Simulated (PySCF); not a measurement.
Input file for PySCF: D3(BJ) and D4 dispersion corrections on GeH2S (SMILES [SH][GeH]), a point of a torsion scan.

```python
from pyscf import gto
from pyscf.dispersion import dftd3, dftd4

mol = gto.M(
    atom='''
    S    -1.08621942    0.49502922    0.38573502
    Ge    1.02884976    0.70460834   -0.30386000
    H    -1.44559732   -0.54722587   -0.34527393
    H     0.92064148   -0.57140661   -1.33469193
    ''',
    basis='def2-svp',
    charge=0, spin=0, verbose=0, max_memory=1800)
d3, d4 = {}, {}
for xc in ['hf', 'pbe', 'blyp', 'revpbe', 'tpss', 'r2scan', 'b3lyp', 'pbe0', 'bhlyp', 'camb3lyp', 'b2plyp']:
    d3[xc] = float(dftd3.DFTD3Dispersion(mol, xc=xc, version='d3bj', atm=False).get_dispersion()['energy'])
    print(f'D3(BJ) {xc:10s} {d3[xc]:14.8f} Eh')
for xc in ['hf', 'pbe', 'blyp', 'revpbe', 'tpss', 'r2scan', 'b3lyp', 'pbe0', 'bhlyp', 'camb3lyp', 'b2plyp']:
    d4[xc] = float(dftd4.DFTD4Dispersion(mol, xc={'camb3lyp': 'cam-b3lyp'}.get(xc, xc), atm=True).get_dispersion()['energy'])
    print(f'D4     {xc:10s} {d4[xc]:14.8f} Eh')
```

Output:

```
D3(BJ) hf            -0.02767095 Eh
D3(BJ) pbe           -0.00281072 Eh
D3(BJ) blyp          -0.00668199 Eh
D3(BJ) revpbe        -0.00679364 Eh
D3(BJ) tpss          -0.00368444 Eh
D3(BJ) r2scan        -0.00070725 Eh
D3(BJ) b3lyp         -0.00560217 Eh
D3(BJ) pbe0          -0.00255921 Eh
D3(BJ) bhlyp         -0.00504134 Eh
D3(BJ) camb3lyp      -0.00257541 Eh
D3(BJ) b2plyp        -0.00292184 Eh
D4     hf            -0.00978175 Eh
D4     pbe           -0.00278543 Eh
D4     blyp          -0.00614249 Eh
D4     revpbe        -0.00756605 Eh
D4     tpss          -0.00373163 Eh
D4     r2scan        -0.00055926 Eh
D4     b3lyp         -0.00463345 Eh
D4     pbe0          -0.00232177 Eh
D4     bhlyp         -0.00413830 Eh
D4     camb3lyp      -0.00239524 Eh
D4     b2plyp        -0.00188791 Eh
```

The run finished.

Cost: roughly 0.020 core-seconds.
